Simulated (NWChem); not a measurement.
System: CH₄BClS; SMILES CB(S)Cl

```xyz
8

B      0.3389    -0.0154    -0.0745
Cl    -0.5640     1.4855    -0.4008
C      1.9061     0.0270    -0.0383
H      2.2918     0.3993    -0.9968
H      2.3773    -0.9388     0.1689
H      2.2427     0.7442     0.7221
S     -0.6836    -1.4832     0.1899
H      0.3224    -2.3609     0.3942
```
Atoms are numbered in this order, from 1.

Program: NWChem. Pople sets run with spherical d functions. All runs use the structure optimised with B3LYP/6-31G* (spherical d). Core excitations by TDA in a window of 1s orbitals, non-relativistic and unshifted: absolute energies depend strongly on the exact-exchange share.

For level S K edge, BHandHLYP/6-311G**:

- first 1s excitation (eV) = 2446.1
- dipole oscillator strength of the first = 0.0059
- first state with f > 0.002 (eV) = 2446.1
- dipole oscillator strength of that state = 0.0059

Q: How do the values read with level S K edge, PBE/6-311G** instead?

A: 
| Item | Value |
|---|---|
| first 1s excitation (eV) | 2394.2 |
| dipole oscillator strength of the first | 0.0012 |
| first state with f > 0.002 (eV) | 2395.6 |
| dipole oscillator strength of that state | 0.0024 |
